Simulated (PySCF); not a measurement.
# $^{19}$F chemical shifts

Computed data (PySCF): geometry: GFN2-xTB, shieldings: GIAO PBE0/pcSseg-1. Gas phase, one computed conformer, non-relativistic Hamiltonian, rapidly exchanging positions averaged.

Shieldings were converted by a linear fit to measured shifts: $^{19}$F: δ = 146.13 − 0.903σ +14.6 on sp3 carbon (rms 6.0 ppm, 223 shifts, 7.0 ppm with the 5 outliers that the fit left out vs CFCl3, solution or neat liquid). A few per cent of atoms miss by over 2 rms, more outside the fitted compound classes.

Task: Give the $^{19}$F shifts of `FC(F)[C@H]1C=CC[SiH2]1`, `CP(C)(=O)CCC(F)(F)F`.

Result: 
```tsv
compound	environment	δ (ppm)
[F:1][CH:2]([F:3])[C@H:4]1[CH:5]=[CH:6][CH2:7][SiH2:8]1	F3: fluorine of a CF2 group	-105.5
[F:1][CH:2]([F:3])[C@H:4]1[CH:5]=[CH:6][CH2:7][SiH2:8]1	F1: fluorine of a CF2 group	-107.5
CP(C)(=O)CCC(F)(F)F	fluorine of a CF3 group (×3)	-70.2
```

Task: Order these by $^{19}$F shift, lowest first.
A. FC(F)[SiH]1CC=CC1
B. CC(CC(F)(F)F)CC(F)(F)F
C. Fc1cpcc(C2CC2)n1
D. CC(C)/C=C(\[SiH3])C(=O)F

Result: A (-132.0 ppm, fluorine of a CF2 group), B (-65.5 ppm, fluorine of a CF3 group), C (-47.2 ppm, aryl fluorine), D (5.6 ppm, fluorine bonded to C).
